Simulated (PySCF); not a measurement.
H4S3Si, SMILES S[SiH](S)S. Atoms are numbered in the order given.

```xyz
8

Si    -0.3800     0.3213     0.1843
S     -0.8358    -0.5968    -1.6918
S     -0.0455    -1.2988     1.5482
S      1.2819     1.6261    -0.1218
H     -1.4448     1.2190     0.7098
H     -1.6623    -1.5264    -1.1596
H     -0.0899    -0.5157     2.6502
H      2.1074     0.6383    -0.5350
```

Geometry optimised at PBE0-D3(BJ)/def2-SVP. The values are those of a single conformer.

Two levels are set side by side: PBE/pcSseg-1 (PySCF) and B3LYP/pcSseg-1 (PySCF). GIAO shifts against H2S (³³S), TMS (²⁹Si), TMS (¹H) at the same level; non-relativistic, no solvent, atoms listed together averaged. Differences are taken from unrounded values.

```tsv
quantity	PBE
δ(²⁹Si) of Si1 (ppm)	23.2
δ(¹H) of H5 (ppm)	6.59
```

**Question.** These are the PBE values. What does B3LYP give? (Estimate from the structure and the level; the computed values follow.)

**Answer.** 
```tsv
quantity	B3LYP	PBE minus B3LYP
δ(²⁹Si) of Si1 (ppm)	25.8	-2.6
δ(¹H) of H5 (ppm)	6.22	0.36
```

Rough cost on one machine, each run with all the roots and properties that it gave: B3LYP against PBE within a factor of 2.
